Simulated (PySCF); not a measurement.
Compound: C₇H₁₅P.
SMILES: `CC[C@@H]1CP1C(C)C`

A linear-response calculation (PySCF, def2-SVPD basis, gas phase, vertical, core orbitals frozen in the response) gave these numbers; the functional is withheld.

Orbital energies (eV): HOMO-3 -9.39, HOMO-2 -8.26, HOMO-1 -7.22, HOMO -6.88, LUMO 0.60, LUMO+1 0.71, LUMO+2 0.75.

| state | E (eV) | f | main configurations (H = HOMO, L = LUMO) |
| --- | --- | --- | --- |
| S1 | 6.30 | 0.032 | H→L (92%) |
| S2 | 6.52 | 0.025 | H→L+2 (58%), H-1→L (20%) |
| S3 | 6.61 | 0.011 | H→L+1 (86%), H→L+2 (9%) |
| S4 | 6.69 | 0.0094 | H-1→L+2 (64%), H-1→L+1 (14%) |
| S5 | 6.88 | 0.012 | H-1→L+1 (73%), H-1→L+2 (12%) |
| S6 | 7.02 | 0.242 | H-1→L (54%), H→L+2 (22%) |

Triplets (Tamm–Dancoff): T1 5.24 eV, H→L (80%), H→L+5 (8%); T2 5.44 eV, H-1→L (50%), H→L+2 (16%); T3 5.64 eV, H-1→L (33%), H→L+2 (26%), H→L+1 (14%); T4 6.36 eV, H-1→L+2 (57%), H-1→L+1 (16%).

Vertical ionisation energy by ΔSCF with the same functional: 8.69 eV. Mean static polarisability: 112.4 au.

Question: Name the functional.
A. HF
B. PBE0
C. wB97X-D
D. PBE

Answer: B. PBE0 is a global hybrid with 25% exact exchange. In this run −ε(HOMO) = 6.88 eV differs from the ΔSCF value by -1.81 eV, and S1 differs from the orbital gap of 7.47 eV by -1.17 eV. The ratio −ε(HOMO)/IP is 0.79. Small neutral molecules mostly give 0.7 to 0.83 with PBE0, 0.5 to 0.7 with PBE, 0.89 to 0.99 with wB97X-D; with Hartree–Fock the ratio is 1 or more (Koopmans' value less the relaxation energy is the ΔSCF value). The other options: PBE, a GGA without exact exchange; HF, time-dependent Hartree–Fock, 100% exact exchange; wB97X-D, range-separated, 22% exact exchange at short range and 100% at long range (ω = 0.2 bohr⁻¹).

Computed with TDDFT PBE0/def2-SVPD, vertical, gas phase, core orbitals frozen in the response in PySCF. The structure is a single PBE0-D3(BJ)/def2-SVP conformer in the gas phase; no vibrational or solvent corrections.

Without π bonds the low states are Rydberg-like; a valence basis with one diffuse set may place them up to an eV too high.
